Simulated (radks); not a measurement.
The numbers below are computed, except where a source is named.
Valence configurations of P2+ (all share [Ne]). Level of theory: Dirac Kohn-Sham, PBE, spin-unpolarised, spherical densities, finite nucleus; open shells fill j = l - 1/2 first; Fermi nuclear charge, rms radius 3.1889 fm (a radial shooting solver on a logarithmic mesh with Libxc functionals). Energies are relative to 3s2 3p1; eigenvalues in eV.

[
 {"valence": "3s2 3p1", "E (eV)": "0.000", "e(3p1/2)": "-24.317", "e(3p3/2)": "-", "e(3s1/2)": "-33.944"},
 {"valence": "3s1 3p2", "E (eV)": "9.657", "e(3p1/2)": "-24.892", "e(3p3/2)": "-", "e(3s1/2)": "-34.578"},
 {"valence": "3s1.5 3p1.5", "E (eV)": "4.821", "e(3p1/2)": "-24.609", "e(3p3/2)": "-", "e(3s1/2)": "-34.265"},
 {"valence": "3p3", "E (eV)": "19.451", "e(3p1/2)": "-25.452", "e(3p3/2)": "-25.369", "e(3s1/2)": "-"},
 {"valence": "3s0.5 3p2.5", "E (eV)": "14.547", "e(3p1/2)": "-25.176", "e(3p3/2)": "-25.094", "e(3s1/2)": "-34.889"}
]

NIST lists [Ne] 3s2 3p1 as the ground configuration; this level of theory agrees among the configurations tried. The energies are those of spherical spin-averaged densities, not of single terms.
